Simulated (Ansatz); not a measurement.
Cost and result for the atomization energy of `C[SiH2]C[SiH2]F` (14 atoms, 13 bonds).

```xyz
14

C     1.118    1.703   -0.013
Si    1.144   -0.097   -0.505
C    -0.088   -1.103    0.500
Si   -1.872   -0.800    0.112
F    -2.176    0.777    0.179
H     1.831    2.278   -0.608
H     1.385    1.822    1.041
H     0.123    2.129   -0.160
H     2.509   -0.663   -0.303
H     0.808   -0.243   -1.950
H     0.104   -2.168    0.313
H     0.093   -0.931    1.567
H    -2.198   -1.253   -1.263
H    -2.781   -1.451    1.089
```

Charge 0, multiplicity 1. The structure was optimised at the PBE0-D4/def2-TZVP level. It is one conformer, not always the lowest. Program: Ansatz. All runs use 4 threads of a server CPU on a shared host. Times are those of one run each, without the atoms' runs, and a repeat can differ threefold. Electronic energies, without spin–orbit coupling; frozen cores. CCSD(T)/CBS adds CCSD(T) − MP2 in def2-TZVPP to the MP2 limit, and its time is that of the two runs behind it. T1 = 0.011. B3LYP takes the VWN-RPA correlation (the form of Gaussian; ORCA's B3LYP/G).

CCSD(T)/CBS is a level of theory with its own doubt, some kJ/mol a heavy atom from the limit and from the frozen cores, so smaller differences don't rank the functionals.

| level | functions | wall time |
| --- | --- | --- |
| PBE-D4/def2-TZVPP (with forces) | 303 | 2.3 s |
| PBE0-D4/def2-TZVPP | 303 | 2.5 s |
| r2SCAN-D4/def2-TZVPP (with forces) | 303 | 3.5 s |
| B3LYP-D4/def2-TZVPP (with forces) | 303 | 4.2 s |
| B2PLYP/def2-TZVPP | 303 | 4.4 s |
| ωB97X-V/def2-TZVPP | 303 | 5.5 s |
| ωB97M-V/def2-TZVPP (with forces) | 303 | 8 s |
| MP2/def2-QZVPP | 581 | 22 s |
| CCSD(T)/def2-TZVPP | 303 | 2.8 min |
| CCSD(T)/CBS(def2) | – | 3.2 min |

Question: What atomization energy does each give, and how far from CCSD(T)/CBS? (An estimate is asked.)

Answer: Computed: 
| level | atomization (kcal/mol) | difference from CCSD(T)/CBS | per bond |
| --- | --- | --- | --- |
| PBE-D4/def2-TZVPP (with forces) | 1204.7 | -1.3 | -0.1 |
| PBE0-D4/def2-TZVPP | 1196.8 | -9.2 | -0.7 |
| r2SCAN-D4/def2-TZVPP (with forces) | 1204.4 | -1.6 | -0.1 |
| B3LYP-D4/def2-TZVPP (with forces) | 1201.9 | -4.1 | -0.3 |
| B2PLYP/def2-TZVPP | 1189.8 | -16.2 | -1.2 |
| ωB97X-V/def2-TZVPP | 1208.8 | 2.8 | 0.2 |
| ωB97M-V/def2-TZVPP (with forces) | 1206.5 | 0.5 | 0.0 |
| MP2/def2-QZVPP | 1202.2 | -3.8 | -0.3 |
| CCSD(T)/def2-TZVPP | 1177.7 | -28.3 | -2.2 |
| CCSD(T)/CBS(def2) | 1206.0 | 0.0 | 0.0 |

The D4 term adds +11.6 kcal/mol with B3LYP and +6.2 kcal/mol with PBE0; it sums over pairs of atoms, weighted by their polarisabilities, and B3LYP, whose exchange is more repulsive, gets the larger term. From PBE to PBE0 (25 % exact exchange), in def2-TZVPP and without D4, the atomization energy moves by −6.8 kcal/mol: exact exchange takes away binding that semilocal exchange gives to molecules. In def2-TZVPP, CCSD(T) changes the Hartree–Fock value by +252.8 kcal/mol (the triples alone add +11.7 kcal/mol) and MP2 by +260.3 kcal/mol; breaking electron pairs costs correlation energy, which Hartree–Fock lacks.
